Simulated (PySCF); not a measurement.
C5H7N2 (doublet state).
Z-matrix (Å and degrees, GFN2-xTB geometry), rows numbered from 1:
```
C 
N   1  1.2802
C   2  1.3190  1  128.48
C   3  1.3880  2  124.50  1    26.17
C   4  1.2136  3  173.99  2   -11.87
C   5  1.4536  4  172.55  3   156.47
N   6  1.4579  5  114.07  4    -3.60
H   1  1.0775  2  117.90  3  -168.18
H   1  1.0882  2  123.77  3    14.85
H   3  1.0817  2  116.35  1  -160.18
H   6  1.0968  5  109.69  4   117.63
H   6  1.0965  5  108.97  4  -124.34
H   7  1.0149  6  110.24  5   -57.90
H   7  1.0150  6  110.37  5    60.90
```

The hyperfine couplings belong to this conformer and change with its torsions.

As a line formula: `[CH2]/N=C\C#CCN` [radical].

The calculation used UKS B3LYP, pcH-1 on C H N, non-relativistic, mean-field spin-orbit, GIAO in PySCF 2.14.0. The structure is a single GFN2-xTB conformer in the gas phase; no vibrational or solvent corrections. Couplings are sensitive to structure, and on GFN2-xTB geometries they can be far from those on DFT ones. The frame is twisted about the N2–C3 bond at this geometry (dihedral C1–N2–C3–C4 = 26°); couplings at other torsion angles weren't computed. Stability of the SCF solution: not tested. ⟨S²⟩ is 0.773 where a pure state has 0.75.

Principal values of hyperfine tensors in MHz (contact and dipolar terms together), for some of the nuclei:

| atom | isotope | A1 | A2 | A3 |
| --- | --- | --- | --- | --- |
| C3 | 13C | 9.85 | 11.65 | 144.27 |
| C4 | 13C | -54.46 | -39.88 | -24.95 |
| H11 | 1H | 36.30 | 37.32 | 42.16 |
| H10 | 1H | -52.61 | -34.77 | -9.18 |
| C5 | 13C | 2.73 | 9.19 | 78.47 |
| H8 | 1H | -42.99 | -28.19 | -6.46 |
| H9 | 1H | -32.77 | -20.40 | -1.95 |
| H12 | 1H | 14.52 | 14.94 | 19.86 |

(1) Give the isotropic coupling of each nucleus in MHz and in mT (g = 2.0023), and the anisotropic part.

(2) What spin density at the nucleus of H11 lies behind its contact coupling (g_N = 5.58569)?

(3) C1 (13C, g_N = 1.40482) isn't in the table. Its spin density at the nucleus is 0.0459 bohr⁻³. What is its contact coupling?

(4) Which nucleus of the table has the largest anisotropic coupling, and what is its form?

(5) In a single crystal, with the field along each principal axis of the tensor of C4 in turn, what first-order splitting does this nucleus give (isotropic g, quadrupole terms neglected)?

Results:

(1) a_iso = (A1 + A2 + A3)/3, Ti = Ai − a_iso; 1 mT corresponds to 28.025 MHz.

```tsv
atom	a_iso (MHz)	a_iso (mT)	T1	T2	T3
C3	55.26	1.972	-45.41	-43.60	89.01
C4	-39.76	-1.419	-14.70	-0.12	14.81
H11	38.59	1.377	-2.30	-1.27	3.56
H10	-32.19	-1.149	-20.42	-2.58	23.01
C5	30.13	1.075	-27.40	-20.94	48.34
H8	-25.88	-0.924	-17.11	-2.31	19.42
H9	-18.37	-0.656	-14.40	-2.03	16.43
H12	16.44	0.587	-1.92	-1.50	3.42
```

(2) a_FC = (2μ0/3) gₑ μB g_N μN ρ(0)/(2S·h) = 800.24 MHz × g_N × ρ(0)/(2S), with ρ in bohr⁻³. With a_FC = 38.59 MHz and 2S = 1, ρ(0) = 0.008634 bohr⁻³. In magnitude that is 2.7 % of the 1/π = 0.318 of a free hydrogen atom.

(3) By the same relation, a_FC = 51.6 MHz. Its full tensor has the principal values 15.13, 16.90, 122.79 MHz.

(4) C3: -45.4, -43.6, 89.0 MHz, nearly axial, close to the ratio −1:−1:+2, the form that spin in one p orbital centred on that nucleus gives.

(5) 2 lines (I = 1/2), spaced by |A_i|/(g × 13.996): 1.94, 1.42, 0.89 mT along the axes of A1, A2 and A3.
